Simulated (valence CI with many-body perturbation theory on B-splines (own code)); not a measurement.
Energy levels of Hf⁴¹⁺

Computed by relativistic CI+MBPT: three valence electrons over a frozen Dirac-Fock core [Ar] 3d10, radial functions for each j: 11 s, 11 p, 9 d, 7 f, 5 g, 2 h, 1 i, with the one-electron correlation potential Σ1, the two-electron term Σ2, the three-electron term Σ3, Breit, model QED; selected CI, second order for the rest (own B-spline code, finite nucleus).

The last digits are not significant, and no measured levels were compared; by estimate large intervals hold to a few tenths of a per cent, small ones and those within an open d or f shell to about a per cent.

Levels 46 to 67 of 67, with energies above the lowest level, (4s^2 4p1/2) J=1/2. "Leading %" is the weight of the configuration and term that name the level; weights of strongly mixed levels are sums over their largest components and can fall short. In the jj column 3d3/2^4 stands for four electrons in 3d with j = 3/2. Lifetimes count E1, E2, E3, M1 and M2 decay at the calculated energies, and are blank where another channel may lead or the interval is too uncertain; long ones can be off by a factor of two.

```
No.  Configuration  Term    J  E (× 10³ cm⁻¹)  Leading %  Lifetime  Second component                Leading jj
 46          4p²4d    ²G  7/2          3964.9         34   23.1 ps    11 % 4s4p4f ²F  4p1/2 4p3/2 4d3/2 (60 %)
 47          4p²4d    ⁴F  3/2          3998.4         38   2.56 ps     27 % 4p²4d ²P  4p1/2 4p3/2 4d3/2 (92 %)
 48          4p²4d    ⁴D  1/2          4006.1         82   2.34 ps     15 % 4p²4d ²P  4p1/2 4p3/2 4d3/2 (99 %)
 49         4s4p4f    ⁴G  5/2          4022.0         44   2.00 ps     19 % 4p²4d ²F     4s 4p1/2 4f5/2 (61 %)
 50         4s4p4f    ⁴F  7/2          4033.3         31   10.7 ps    24 % 4s4p4f ⁴D     4s 4p1/2 4f7/2 (80 %)
 51         4s4p4f    ⁴G  5/2          4054.1         20   2.31 ps    19 % 4s4p4f ²D     4s 4p1/2 4f5/2 (70 %)
 52         4s4p4f    ⁴G  7/2          4079.2         35   2.77 ps    15 % 4s4p4f ⁴D     4s 4p1/2 4f7/2 (44 %)
 53         4s4p4f    ⁴F  3/2          4080.9         50   2.53 ps    27 % 4s4p4f ²D     4s 4p1/2 4f5/2 (86 %)
 54         4s4p4f    ⁴G  9/2          4084.2         30   13.5 ps    28 % 4s4p4f ⁴F     4s 4p1/2 4f7/2 (84 %)
 55         4s4p4f    ⁴F  5/2          4098.8         26   2.62 ps    23 % 4s4p4f ²F     4s 4p1/2 4f7/2 (78 %)
 56         4s4p4f    ²G  7/2          4123.9         28   2.53 ps     27 % 4p²4d ²F     4s 4p1/2 4f7/2 (31 %)
 57          4p²4d    ²D  3/2          4127.1         39    790 fs     18 % 4p²4d ²P  4p1/2 4p3/2 4d3/2 (85 %)
 58          4p²4d    ⁴P  1/2          4144.9         38    794 fs     29 % 4p²4d ²P  4p1/2 4p3/2 4d3/2 (94 %)
 59          4p²4d    ⁴P  5/2          4159.0         38   1.02 ps     21 % 4p²4d ⁴F  4p1/2 4p3/2 4d5/2 (39 %)
 60          4p²4d    ⁴F  7/2          4168.0         33   1.62 ps     30 % 4p²4d ⁴D  4p1/2 4p3/2 4d5/2 (72 %)
 61          4p²4d    ²G  9/2          4179.5         52   2.84 ps     30 % 4p²4d ⁴F  4p1/2 4p3/2 4d5/2 (82 %)
 62          4p²4d    ²P  3/2          4193.8         49   1.62 ps     32 % 4p²4d ⁴P  4p1/2 4p3/2 4d5/2 (90 %)
 63          4p²4d    ²D  5/2          4204.5         48   1.80 ps     25 % 4p²4d ⁴D  4p1/2 4p3/2 4d5/2 (87 %)
 64          4p²4d    ²D  3/2          4304.0         64   1.66 ps     14 % 4p²4d ²P  4p1/2 4p3/2 4d5/2 (92 %)
 65          4p²4d    ²F  7/2          4305.3         38   1.46 ps     29 % 4p²4d ²G  4p1/2 4p3/2 4d5/2 (65 %)
 66          4p²4d    ²P  1/2          4310.3         60   1.57 ps     32 % 4p²4d ²S  4p1/2 4p3/2 4d5/2 (94 %)
 67          4p²4d    ²D  5/2          4333.9         28    912 fs     23 % 4p²4d ²F  4p1/2 4p3/2 4d5/2 (59 %)
```
